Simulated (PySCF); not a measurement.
# Core-level binding energies of GeCl3(NHiPr)

GeCl3(NHiPr), C₃H₈Cl₃GeN.
Cartesian coordinates in Å at the PBE0-D3(BJ)/def2-SVP level; atoms count from 1:
```
atom  x, y, z in Å
Ge1    0.683    0.922    1.743
Cl2   -0.202    1.558    3.584
Cl3    2.610    0.092    2.167
Cl4    1.054    2.670    0.543
N5    -0.447   -0.270    1.026
C6    -0.464   -0.730   -0.361
C7     0.951   -0.898   -0.892
C8    -1.302    0.171   -1.262
H9    -1.368   -0.213    1.453
H10   -0.931   -1.732   -0.344
H11    1.462    0.076   -0.977
H12    0.928   -1.341   -1.898
H13    1.549   -1.548   -0.238
H14   -0.859    1.177   -1.324
H15   -1.371   -0.244   -2.279
H16   -2.328    0.276   -0.873
```

Computed with delta-SCF UKS SCAN, pcX-2 on the ionised atom, pcseg-1 elsewhere, spin-free X2C in PySCF. These are vertical core ionisation energies against the vacuum level, from separate self-consistent calculations with and without the core hole.

Question: What binding energy does each computed site have?

Answer: 
| atom(s) | bonded to | level | binding energy (eV) | 2p1/2 (eV) | above the level's lowest (eV) | count |
| --- | --- | --- | --- | --- | --- | --- |
| Cl2/Cl3/Cl4 | Ge | Cl 2p3/2 | 206.01 | 207.67 | 0.00 | 3 |
| Cl2/Cl3/Cl4 | Ge | Cl 1s | 2828.62 | – | 0.00 | 3 |
| N5 | C, H and Ge | N 1s | 405.04 | – | 0.00 | 1 |
| C6 | N, 2 C and H | C 1s | 292.05 | – | +1.14 | 1 |
| C7/C8 | C and 3 H | C 1s | 290.91 | – | 0.00 | 2 |

Lowest listed C 1s: C7/C8, bonded to C and 3 H. Highest, 1.14 eV above it: C6, bonded to N, 2 C and H.

Question: What is the longest wavelength that can ionise Cl 1s of Cl2 (atom 2)/Cl3/Cl4 vertically?

Answer: λ = hc/E = 12398.42 eV Å / 2828.62 eV = 4.383 Å.

One atom of each set of topologically equivalent atoms was ionised and stands for the set; in this conformer not all members are related by symmetry, and their own values weren't computed. Spin–orbit and ligand-field terms were added within each 2p shell after the spin-free SCF. 2p1/2 minus 2p3/2 (ligand field included): Cl 1.65 eV. No level of germanium is listed. The structure is a single PBE0-D3(BJ)/def2-SVP conformer in the gas phase; no vibrational or solvent corrections.

On AMD EPYC, one thread (shared host), this took 2.2 min and 0.93 GiB of memory at its peak.
